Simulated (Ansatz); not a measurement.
An input meant for the cluster SnGe3⁺ (charge 1, doublet).

```yaml
crystal:
  periodic: [false, false, false]
  atoms:
    - {symbol: Ge, position_ang: [0.827113, 0.522954, -1.107949]}
    - {symbol: Ge, position_ang: [-0.838045, -0.648989, 1.030309]}
    - {symbol: Ge, position_ang: [-0.184869, -1.688599, -1.069482]}
    - {symbol: Sn, position_ang: [0.195811, 1.814634, 1.147122]}
basis:
  gaussian: {orbitals: def2-mTZVPP, fitting: {mean_field: def2-universal-jkfit}}
total_charge: 1
magnetization: {spin_polarized: true, initial_magnetization: 7}
hamiltonian: {xc: {name: PBEsol}}
scf: {omitted_lower_state_checks: [starts]}
```

```sh
$ ansatz run in.yaml --threads 4 --pin off --events-out ev --progress --plain --max-ram 4787MiB
```

It prints (some lines left out):

```
Functional definition: PBEsol
1016 factors; integrals over basis functions are off by at most 4.3e-1 eV
mean field evaluation 1: about -175219.1957 eV, gradient 2.3e1 eV
mean field evaluation 2: about -175216.6767 eV, gradient 2.7e1 eV
mean field evaluation 4: about -175221.2594 eV, gradient 3.1e0 eV
mean field evaluation 8: about -175221.3338 eV, gradient 2.1e-1 eV
mean field evaluation 16: about -175221.3340 eV, gradient 8.8e-5 eV
mean field -175221.33398665 eV, -6439.2652547235 hartree, gradient 2.0e-5 eV, S^2 15.753158; 0 other end points of the search recorded, 0 dependent functions left out
reference -175221.33403018 eV, -6439.2652563233 hartree; 62, 55 occupied and 82, 89 virtual orbitals, 1016 factors
Total energy: -175221.33403018 eV, -6439.2652563233 hartree
Checks for a lower state left out: starts
```

In this input the spin is set far too high (7 unpaired electrons typed, 1 in the doublet as meant). The calculation finished and met its thresholds. The result belongs to that input, not to the species as meant.

In the def2 sets Sn takes a core potential; there is no spin–orbit coupling.
